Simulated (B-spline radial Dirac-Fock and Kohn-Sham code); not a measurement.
Binding energies of Tb⁴¹⁺

System: the Tb⁴¹⁺ ion, [Ar] 3d6; nuclear rms radius 5.06 fm (A = 159).

Input file task.json (cfg lists n, l and occupation; rrms is the nuclear radius in fm):

```json
{"items": [{
  "Z": 65,
  "q": 41,
  "cfg": [[1, 0, 2], [2, 0, 2], [2, 1, 6], [3, 0, 2], [3, 1, 6], [3, 2, 6]],
  "A": 159,
  "rrms": 5.06,
  "do": ["binding"]
}]}
```

Launch: `python xray_run.py task.json out`

Method: relaxed Dirac-Fock hole states (ΔSCF) with Breit and QED corrections and a finite nucleus. Computed with a radial B-spline solver. The model has no electron correlation. Energies are counted from the vacuum level.

All terms are in eV, carry their sign (relaxation lowers the binding energy) and add up to the binding energy; ⟨r⟩ is the mean radius of the orbital in the initial state.

| subshell | −ε (Koopmans) | relaxation | Gaunt | retardation | self-energy | vacuum polarisation | binding energy | ⟨r⟩ (bohr) |
| --- | --- | --- | --- | --- | --- | --- | --- | --- |
| K | 54455.2 | -42.91 | -164.51 | 14.38 | -92.96 | 15.42 | 54184.6 | 0.022 |
| L1 | 10880.5 | -13.99 | -17.58 | 1.19 | -12.76 | 1.97 | 10839.3 | 0.090 |
| L2 | 10436.9 | -17.14 | -29.67 | 3.15 | 0.28 | 0.03 | 10393.5 | 0.076 |
| L3 | 9681.1 | -15.44 | -20.93 | 4.08 | -0.78 | -0.08 | 9647.9 | 0.082 |
| M1 | 3872.6 | -1.99 | -3.77 | 0.30 | -3.11 | 0.46 | 3864.5 | 0.229 |
| M2 | 3684.9 | -2.40 | -6.36 | 0.71 | -0.02 | 0.01 | 3676.9 | 0.218 |
| M3 | 3510.2 | -2.08 | -4.44 | 0.96 | -0.24 | -0.02 | 3504.4 | 0.229 |
| M4,5 | 3208.9 | -2.91 | -2.35 | 0.37 | 0.13 | -0.02 | 3204.1 | 0.203 |

For the deepest level, K (1s), the Breit terms make up -0.277 % of the binding energy, QED -0.143 % and orbital relaxation -0.079 %.

Going to the tabulated ground configuration of the next ion removes an electron from M4,5 (3d), computed at 3204.1 eV. NIST lists 3189 ± 4 eV as the ionisation energy of this species (theoretical), -15.12 eV from the computed value. Where a p, d or f shell is open in either ion the computed value averages over both j values and all terms, while the table refers to the lowest levels; that difference holds spin-orbit splitting (largest in heavy or highly charged ions), term energies where several electrons share open shells, and correlation, and it can reach 10 % or more.
